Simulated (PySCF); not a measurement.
Compound: C6H10Si2.
SMILES with atom numbers: `[SiH3:1][c:2]1[cH:3][cH:4][c:5]([SiH3:6])[cH:7][cH:8]1`

Cartesian coordinates in Å at the PBE0-D3(BJ)/def2-SVP level; atoms count from 1:
```
atom  x, y, z in Å
Si1   -3.279   -0.488   -0.104
C2    -1.423   -0.205   -0.013
C3    -0.625   -0.913    0.896
C4     0.754   -0.713    0.949
C5     1.385    0.202    0.096
Si6    3.245    0.465    0.150
C7     0.585    0.914   -0.813
C8    -0.791    0.714   -0.866
H9    -3.646   -1.214   -1.359
H10   -4.007    0.817   -0.100
H11   -3.711   -1.306    1.069
H12   -1.084   -1.633    1.579
H13    1.346   -1.281    1.673
H14    3.810   -0.256    1.330
H15    3.565    1.921    0.257
H16    3.893   -0.057   -1.093
H17    1.040    1.642   -1.491
H18   -1.382    1.290   -1.584
```

Probes without a nucleus sit at each ring's centroid and 1 Å off its mean plane on both sides; NICS is minus the shielding there, NICSzz its component along the normal. Level: GIAO B3LYP/pcSseg-1 (PySCF, non-relativistic, gas phase) on the PBE0-D3(BJ)/def2-SVP geometry, one conformer.

Ring bond lengths (Å): C2–C3 1.401, C3–C4 1.395, C4–C5 1.401, C5–C7 1.404, C7–C8 1.391, C8–C2 1.404.

Give the NICS values of each ring in ppm.

```
             ring                                              type  NICS(0)  NICS(1), two faces  NICS(1)zz, two faces  rms pucker (Å)  centre to ring atoms, mean (Å)
C2–C3–C4–C5–C7–C8  6-membered carbocycle; formal bonds all aromatic     -7.4       -10.9 / -11.0         -27.4 / -27.6            0.00                            1.40
```

What do they say, and how far can they be read as aromaticity?

- C2–C3–C4–C5–C7–C8: mean NICS(1)zz -27.5 ppm, shielded, aromatic by this magnetic criterion (flat ring, no four-coordinate atom).

And the bond-length index? HOMA = 1 − mean of α(R − Ropt)² over the ring bonds, with Krygowski's 1993 parameters (CC: Ropt 1.388 Å, α 257.7 Å⁻²).

- C2–C3–C4–C5–C7–C8: HOMA 0.96 = 1 − EN − GEO, with mean bond length 1.399 Å, EN = α(Ropt − mean)² = 0.034 and GEO = α × variance = 0.006. The geometric and the magnetic index point the same way.

List the ring angles.

- C2–C3–C4–C5–C7–C8: C2 118.0°, C3 121.0°, C4 121.0°, C5 118.0°, C7 121.0°, C8 121.0°; sum 720.0° against 720° for a flat convex ring.

What are the shieldings of the ring atoms and their hydrogens in the same run (means over atoms taken as equivalent)?

| atoms | environment | σ isotropic (ppm) |
| --- | --- | --- |
| C2 (×2) | substituted aromatic carbon | 42.1 |
| C3 (×4) | aromatic CH carbon | 37.7 |
| H12 (×4) | aromatic hydrogen | 23.82 |

How do the values depend on the level or the medium?

```tsv
level	NICS(0), C2–C3–C4–C5–C7–C8	mean NICS(1)zz, C2–C3–C4–C5–C7–C8
B3LYP/pcSseg-1, gas	-7.4	-27.5
PBE0/pcSseg-1, gas	-7.4	-27.8
PBE0/pcSseg-1, IEF-PCM chloroform	-7.2	-27.8
PBE0/pcSseg-1, IEF-PCM dimethylsulfoxide	-7.2	-27.8
```

The geometry is the same throughout; the continuum's cavity takes Bondi-type radii × 1.2.

Time: 28 s. Hardware: one thread of an Arm Neoverse V1, no GPU, on a shared host. This is the whole shielding run at B3LYP/pcSseg-1, SCF included.
